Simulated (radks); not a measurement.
The numbers below are computed, except where a source is named.
Q: The tungsten ion W58+, configuration [Ne] 3s2 3p4. Code: a radial shooting solver on a logarithmic mesh with Libxc functionals. Model: scalar-relativistic Kohn-Sham, PBEsol, spin-polarised, spherical densities, finite nucleus; open shells are filled with parallel spins first (spin-orbit coupling, left out, can overturn this in heavy ions); Fermi nuclear charge, rms radius 5.3658 fm. Some entries of the table are withheld. Estimate them.

| orbital | occ. | eigenvalue (Ry) | <r^2> (bohr^2) |
|---|---|---|---|
| 1s up | 1 | -5433.280 | 0.0004631 |
| 1s down | 1 | -5432.719 | 0.0004630 |
| 2s up | 1 | (1) | 0.006969 |
| 2s down | 1 | (2) | 0.006964 |
| 2p up | 3 | -1090.455 | (3) |
| 2p down | 3 | -1089.888 | (4) |
| 3s up | 1 | -475.7909 | 0.03957 |
| 3s down | 1 | -474.2563 | 0.03963 |
| 3p up | 3 | -443.7412 | 0.03875 |
| 3p down | 1 | -442.2005 | 0.03882 |

A: 
(1) 2s up eigenvalue (Ry): -1198.438
(2) 2s down eigenvalue (Ry): -1198.026
(3) 2p up <r^2> (bohr^2): 0.005728
(4) 2p down <r^2> (bohr^2): 0.005726
